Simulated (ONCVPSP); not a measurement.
**Which change was made? (Ca, ONCV)**

| Quantity | Value |
| --- | --- |
| Element | Ca (Z = 20) |
| Generator | ONCVPSP 4.0.1 |
| Type | optimised norm-conserving Vanderbilt (ONCV) |
| Functional | PBE |
| Relativity | scalar-relativistic |
| Frozen core | [Ne] |
| Valence charge | 10 |
| Reference configuration | 3s2 3p6 4s1.5 4p0.5 |
| Partial waves | 3s+4s: rc 1.90 bohr, ncon 4, nbas 7, qcut 4.8 1/bohr, 2 projectors; 3p+4p: rc 1.85 bohr, ncon 3, nbas 8, qcut 6.3 1/bohr, 2 projectors; d scattering state at 0.11 Ha: rc 1.55 bohr, ncon 3, nbas 8, qcut 7 1/bohr, 2 projectors, debl 1.9 Ha |
| Local potential | polynomial inside 1.00 bohr (lpopt 2, dvloc0 -1 Ha) |
| Core correction | Teter function, fcfact 1.5, rcfact 1.3 |

In the d channel the program set the typed energies aside and used 0.050, 1.950 Ha.

Cutoffs, loose and tight: the cutoffs (Ha) at which the residual kinetic energy of the hardest occupied pseudo-wave falls to 1 and 0.1 mHa per electron. They do not see the model core or the augmentation charge, which bear on the density cutoff. Test errors are all-electron minus pseudo excitation energies from the reference, over the configurations 3s2 3p6 4s2 4p0; 3s2 3p6 4s1 4p0; 3s2 3p6 4s0 4p0; 3s2 3p5 4s2 4p0; variants that change the core or the reference have their own tests.

The base gives: outcome: generated, projector energies reset by the program; cutoff, loose: 14 Ha; cutoff, tight: 17 Ha; bound ghosts: none; GHOST(+) flags above zero: none; largest test error (meV): +26.

After one change the result is: outcome: generated, projector energies reset by the program; cutoff, loose: 14 Ha; cutoff, tight: 41 Ha; bound ghosts: none; GHOST(+) flags above zero: none; largest test error (meV): +20. Which change was it?
A. s: rc 2.42
B. s: rc 1.42
C. s: rc 1.68

C. The others give: s: rc 2.42 → outcome: generated, projector energies reset by the program; cutoff, loose: 14 Ha; cutoff, tight: 16 Ha; bound ghosts: none; GHOST(+) flags above zero: none; largest test error (meV): +36 | s: rc 1.42 → outcome: generated, projector energies reset by the program; cutoff, loose: 51 Ha; cutoff, tight: 63 Ha; bound ghosts: none; GHOST(+) flags above zero: none; largest test error (meV): +11.
